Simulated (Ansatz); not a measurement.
Cost and result for the atomization energy of C2H6F2OSi2 (`C=C[SiH2]O[SiH](F)F`) (13 atoms, 12 bonds).

Cartesian coordinates in Å:
```
C 1.1732 1.6885 -0.1727
C 0.1247 1.7192 0.6451
Si -1.1533 0.3862 0.7440
O -0.7941 -0.8192 -0.3197
Si 0.0260 -2.1000 -0.8066
F 1.3169 -1.6348 -1.5984
F 0.5352 -2.9364 0.4363
H 1.3504 0.8613 -0.8535
H 1.9049 2.4909 -0.1982
H 0.0081 2.5809 1.3024
H -1.2151 -0.1825 2.1153
H -2.4953 0.9054 0.3806
H -0.7813 -2.9594 -1.6746
```

Total charge 0; spin multiplicity 1. The geometry is a stationary point of PBE0-D4/def2-TZVP. It is one conformer, not always the lowest. Program: Ansatz. All runs use 2 threads of an AMD EPYC 7R13 on a shared host and a share of an NVIDIA H100 80 GB. Times are those of one run each, without the atoms' runs, and a repeat can differ threefold. Electronic energies, without spin–orbit coupling; frozen cores. CCSD(T)/CBS adds CCSD(T) − MP2 in def2-TZVPP to the MP2 limit, and its time is that of the two runs behind it. T1 = 0.012. B3LYP takes the VWN-RPA correlation (the form of Gaussian; ORCA's B3LYP/G).

CCSD(T)/CBS is a level of theory with its own doubt, some kJ/mol a heavy atom from the limit and from the frozen cores, so smaller differences don't rank the functionals.

| level | functions | wall time |
| --- | --- | --- |
| PBE0-D4/def2-TZVPP | 323 | 1.8 s |
| PBE-D4/def2-TZVPP (with forces) | 323 | 2 s |
| B3LYP-D4/def2-TZVPP (with forces) | 323 | 2.1 s |
| ωB97X-V/def2-TZVPP | 323 | 2.5 s |
| r2SCAN-D4/def2-TZVPP (with forces) | 323 | 2.6 s |
| B2PLYP/def2-TZVPP | 323 | 2.7 s |
| ωB97M-V/def2-TZVPP (with forces) | 323 | 3.3 s |
| MP2/def2-QZVPP | 605 | 3.3 s |
| CCSD(T)/def2-TZVPP | 323 | 4.9 s |
| CCSD(T)/CBS(def2) | – | 8.2 s |

**Question.** What atomization energy does each give, and how far from CCSD(T)/CBS? (Estimate.)

**Answer.** Computed: 
```json
{"level": "PBE0-D4/def2-TZVPP", "atomization (kJ/mol)": "5296.1", "difference from CCSD(T)/CBS": "-66.9", "per bond": "-5.6"}
{"level": "PBE-D4/def2-TZVPP (with forces)", "atomization (kJ/mol)": "5383.8", "difference from CCSD(T)/CBS": "20.8", "per bond": "1.7"}
{"level": "B3LYP-D4/def2-TZVPP (with forces)", "atomization (kJ/mol)": "5322.1", "difference from CCSD(T)/CBS": "-40.9", "per bond": "-3.4"}
{"level": "ωB97X-V/def2-TZVPP", "atomization (kJ/mol)": "5350.7", "difference from CCSD(T)/CBS": "-12.3", "per bond": "-1.0"}
{"level": "r2SCAN-D4/def2-TZVPP (with forces)", "atomization (kJ/mol)": "5347.3", "difference from CCSD(T)/CBS": "-15.7", "per bond": "-1.3"}
{"level": "B2PLYP/def2-TZVPP", "atomization (kJ/mol)": "5287.8", "difference from CCSD(T)/CBS": "-75.2", "per bond": "-6.3"}
{"level": "ωB97M-V/def2-TZVPP (with forces)", "atomization (kJ/mol)": "5350.6", "difference from CCSD(T)/CBS": "-12.4", "per bond": "-1.0"}
{"level": "MP2/def2-QZVPP", "atomization (kJ/mol)": "5432.8", "difference from CCSD(T)/CBS": "69.8", "per bond": "5.8"}
{"level": "CCSD(T)/def2-TZVPP", "atomization (kJ/mol)": "5214.8", "difference from CCSD(T)/CBS": "-148.2", "per bond": "-12.3"}
{"level": "CCSD(T)/CBS(def2)", "atomization (kJ/mol)": "5363.0", "difference from CCSD(T)/CBS": "0.0", "per bond": "0.0"}
```

From PBE to PBE0 (25 % exact exchange), in def2-TZVPP and without D4, the atomization energy moves by −83.1 kJ/mol: exact exchange takes away binding that semilocal exchange gives to molecules. In def2-TZVPP, CCSD(T) changes the Hartree–Fock value by +1190.5 kJ/mol (the triples alone add +72.5 kJ/mol) and MP2 by +1317.8 kJ/mol; breaking electron pairs costs correlation energy, which Hartree–Fock lacks. The D4 term adds +51.6 kJ/mol with B3LYP and +27.6 kJ/mol with PBE0; it sums over pairs of atoms, weighted by their polarisabilities, and B3LYP, whose exchange is more repulsive, gets the larger term.
